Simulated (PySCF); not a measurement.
A database entry of computed molecular properties. Lists by class give the value and the number of equivalent atoms.

```json
{
 "formula": "C5H7O4",
 "smiles": "O=C([O-])[C@@H]1CCOCO1",
 "charge": -1,
 "multiplicity": 1,
 "geometry_level": "GFN2-xTB",
 "atoms_angstrom": [
  ["O", 1.483, -1.746, 1.073],
  ["C", 1.671, -0.615, 0.619],
  ["O", 2.417, 0.288, 1.016],
  ["C", 0.841, -0.216, -0.698],
  ["C", 0.213, 1.169, -0.518],
  ["C", -0.948, 1.022, 0.462],
  ["O", -1.863, 0.031, 0.023],
  ["C", -1.19, -1.199, -0.134],
  ["O", -0.181, -1.151, -1.08],
  ["H", 1.545, -0.215, -1.539],
  ["H", 0.967, 1.842, -0.11],
  ["H", -0.158, 1.555, -1.473],
  ["H", -1.527, 1.946, 0.557],
  ["H", -0.549, 0.738, 1.448],
  ["H", -1.938, -1.912, -0.499],
  ["H", -0.792, -1.528, 0.842]
 ],
 "electronic_structure_code": "PySCF",
 "results": {
  "GFN2-xTB geometry": {
   "point_group": "C1",
   "rotational_constants_GHz": [2.756, 1.502, 1.252]
  },
  "PBE0/pcSseg-1 ground state and GIAO shieldings, non-relativistic": {
   "homo_eV": -1.43,
   "lumo_eV": 5.2,
   "shift_vs_computed_TMS_C_by_class_ppm": [
    [168.4, 1],
    [94.3, 1],
    [80.1, 1],
    [69.0, 1],
    [34.6, 1]
   ],
   "shift_vs_computed_TMS_H_by_class_ppm": [
    [6.25, 1],
    [4.45, 1],
    [3.94, 1],
    [3.71, 1],
    [3.51, 1],
    [2.32, 1],
    [1.58, 1]
   ],
   "shielding_other_nuclei_by_class_ppm": [
    ["O", -10.3, 1],
    ["O", 16.2, 1],
    ["O", 251.8, 1],
    ["O", 268.9, 1]
   ],
   "charges_hirshfeld_e_by_atom": [-0.41, 0.1, -0.42, 0.01, -0.11, -0.01, -0.19, 0.04, -0.17, 0.02, 0.03, 0.01, 0.03, 0.03, 0.03, 0.01]
  }
 }
}
```

The rotational constants make it an asymmetric top with κ = (2B − A − C)/(A − C) = -0.67, nearer the prolate limit (−1). With B = h/(8π²I), that is 505.379 GHz u Å² over I, the principal moments of inertia are 183.4, 336.5 and 403.8 u Å² (most abundant isotopes); the inertial defect Ic − Ia − Ib is -116.1 u Å² (zero for a rigid planar frame, negative otherwise).

Geometry: GFN2-xTB, one conformer, isolated ion. No diffuse functions stand in pcSseg-1, which bears on an anion's orbital energies.
